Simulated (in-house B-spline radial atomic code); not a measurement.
How numerical settings move a run on Pm³⁺, [Xe] 4f4. Computed with an all-electron radial atomic-structure program (B-spline basis): Dirac-Kohn-Sham BLYP, spherical fractional occupations, Fermi nucleus of rms radius 4.962 fm.

Command:
```bash
python run_scf.py task.json out
```
Settings of the sound reference run:
```
Z                61
electrons        58
configuration    [Xe] 4f4
hamiltonian      dirac
method           b88,lyp
spin_polarised   False
nucleus          fermi
rms_radius       4.961999
mass_number      145
atomic_mass      144.9128
speed_of_light   137.036
knot_spacing     0.22
spline_order     8
gauss_points     12
box_radius       16.22
max_iterations   70
damping          0.5
damped_steps     3
diis_vectors     10
tolerance        1e-08
start            Thomas-Fermi
```

Time taken, with all properties: 2.2 s on 1 thread of Arm Neoverse N1 (shared host).

It converges in 10 iterations to -10025.853965 hartree, with 4f7/2 at -31.2162 eV. The other runs change the listed settings, some to values that make no sense; their results aren't properties of the atom or ion. Radii are in bohr (the nuclear one in fm), a minus after a letter asks for a j subshell, and «unchanged» means within 1e-8 hartree. The run stops when the residual is below 10 × tolerance × max(1, Z/10), or a noise floor if that is larger, and the energy moves by less than 1e-8 × √|E| hartree; so very loose and very tight tolerances often act alike.

| changed settings | outcome |
| --- | --- |
| damping = 0.95 | converged in 11 iterations, energy unchanged, 4f7/2 level +3.1e-05 eV |
| damped_steps = 8 | converged in 13 iterations, energy unchanged, 4f7/2 level +5.9e-05 eV |
| start = bare nucleus | converged in 12 iterations, energy unchanged, 4f7/2 level -2.0e-06 eV |
| damping = 0.8 | converged in 11 iterations, energy unchanged, 4f7/2 level -3.4e-05 eV |
| electrons = 59, configuration = [Kr] 4d10 4f4 5s2 5p7, max_iterations = 50 | stopped with error: shell 5p holds at most 6 electrons |
| damped_steps = 30 | converged in 18 iterations, energy unchanged, 4f7/2 level +2.9e-06 eV |
| electrons = 59, configuration = [Xe] 4f4 2f1, max_iterations = 50 | stopped with error: there is no 2f shell |
| method = r2scan | stopped with error: meta-GGAs are not served with the Dirac Hamiltonian |
| gauss_points = 3, max_iterations = 60, tolerance = 1e-05, start = bare nucleus | converged in 11 iterations, energy +8.13e-04 hartree from the reference, 4f7/2 level -2.0e-04 eV |
| damped_steps = 1 | converged in 10 iterations, energy unchanged, 4f7/2 level +2.3e-06 eV |
| knot_spacing = 0.3, first_knot = 1.64e-06, max_iterations = 60, damping = 0, tolerance = 1e-06 | converged in 11 iterations, energy +1.23e-04 hartree from the reference, 4f7/2 level +1.4e-04 eV |

Q: What happens with spline_order = 7, gauss_points = 6, first_knot = 0.0164, max_iterations = 8?

A: Not converged after 8 iterations, last residual 2.6e-05, last energy +2.63e+01 hartree from the reference.

Q: What happens with damped_steps = 0?

A: Converged in 9 iterations, energy unchanged, 4f7/2 level +5.5e-06 eV.

Q: What happens with damping = 0?

A: Converged in 12 iterations, energy unchanged, 4f7/2 level +2.4e-06 eV.

Q: What happens with knot_spacing = 0.75, box_radius = 64.88, max_iterations = 100, damping = 0.8, diis_vectors = 1?

A: Not converged after 100 iterations, last residual 1.8e+00, last energy +3.62e+01 hartree from the reference.
